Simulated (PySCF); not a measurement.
# Does the structure fit the spectrum?

A compound C₄H₁₀O₂Si gives the data below (simulated from a calculation) and was assigned the structure `C=C(CC)O[SiH2]O`.

¹³C{¹H} NMR (computed): δ 149.2 (CH), 100.3 (CH2), 50.4 (CH3), -1.6 (CH3).

¹H NMR (300 MHz, computed): δ 6.53 (m, 1H), 5.05 (q, 1H), 4.89 (m, 1H), 4.45 (m, 1H), 3.79 (s, 3H), 0.11 (d, 3H).

Computational details: shielding tensors at PBE0/pcSseg-1 (GIAO), GFN2-xTB structure, in PySCF 2.14 (relativity neglected, rapidly exchanging positions averaged, no solvent, single conformer).

δ = σ(ref) − σ, references computed at the same level: TMS for ¹H, ¹³C.

(1) Compare with the shifts computed for the proposed structure, pairing carbons in order of shift.

(2) Which isomer fits?

## Answers

(1) Structure with atom numbers: `[CH2:1]=[C:2]([CH2:3][CH3:4])[O:5][SiH2:6][OH:7]`; H(Xn) means a hydrogen on atom n.

```tsv
atom	computed for proposal	given list	difference
C2	169.6	149.2	+20.4
C1	92.8	100.3	-7.5
C3	35.5	50.4	-14.9
C4	16.1	-1.6	+17.7
```

The rms difference is 15.9 ppm and the largest +20.4 ppm at C2 (alkene carbon bearing oxygen). The carbon types in order of shift don't match either: C, CH2, CH2, CH3 for the proposal against CH, CH2, CH3, CH3 in the data. The proposal doesn't fit.

(2) `O([Si@@H](OC=C)C)C`.

Carbon types of the structure: 1 × CH, 1 × CH2, 2 × CH3, leaving 1 H on heteroatoms. δC 149.2: alkene carbon bearing oxygen; an sp2 carbon further deshielded by the attached heteroatom. δC 100.3: β carbon of an enol-ether or enamine type C=C; the O or N lone pair pushes π density onto this β carbon and shields it. δH 3.79: hydrogen on a methyl carbon bonded to O; its carbon carries O, an electronegative neighbour. δH 0.11: hydrogen on a methyl carbon bonded to Si; an electropositive neighbour shields it, as in TMS itself.

Other isomers checked: CC(C)OC(=O)[SiH3] (rms 30.5 ppm); CCC(=O)OC[SiH3] (rms 31.1 ppm).

The data come from this structure; uniqueness wasn't tested.

Shifts are as computed. Against solution values, carbons near 30 ppm lie about +3 ppm off and those near 130 ppm about +5 ppm. Of 1211 compounds with measured shifts, 218 miss one by over three times the rms of a fit or turn the order of signals round; such compounds aren't used in these exercises. Multiplicities follow the n + 1 count of equivalent neighbours, as no J values were calculated; m marks all less simple cases, F and P coupling included.
